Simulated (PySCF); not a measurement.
B(H)(Me)2, SMILES B(C)C, PBE0/def2-SVP optimised geometry.

```
10

B      0.29     0.00     0.00
H      1.51     0.00     0.00
C     -0.44     1.38     0.00
H      0.07     2.15     0.60
H     -1.51     1.34     0.26
H     -0.37     1.74    -1.05
C     -0.44    -1.38     0.00
H     -0.37    -1.74     1.05
H      0.07    -2.15    -0.60
H     -1.51    -1.34    -0.26
```

Density from PBE0/def2-TZVP (PySCF) at that geometry.

Minimum of the electron density along straight lines between bonded atoms, close to the bond critical point (lines longer than 1.1 times the sum of covalent radii, or with two minima, are not listed):

```
bond    length / Å  ρ at the minimum / e bohr⁻³  ∇²ρ there / e bohr⁻⁵  position (fraction from the first atom)
------  ----------  ---------------------------  --------------------  ---------------------------------------
B1–H2        1.218                          [?]                   [?]                                     0.43
B1–C3        1.563                        0.188                 -0.27                                     0.33
C3–H4        1.101                        0.266                 -0.87                                     0.64
C3–H5        1.100                        0.268                 -0.88                                     0.64
C3–H6        1.110                        0.256                 -0.81                                     0.64
B1–C7        1.563                        0.188                 -0.27                                     0.33
C7–H8        1.110                        0.256                 -0.81                                     0.64
C7–H9        1.101                        0.266                 -0.87                                     0.64
C7–H10       1.100                        0.268                 -0.88                                     0.64
```

**Question.** What belongs in the gaps?

**Answer.** 
- B1–H2, ρ at the minimum / e bohr⁻³: 0.177
- B1–H2, ∇²ρ there / e bohr⁻⁵: -0.36
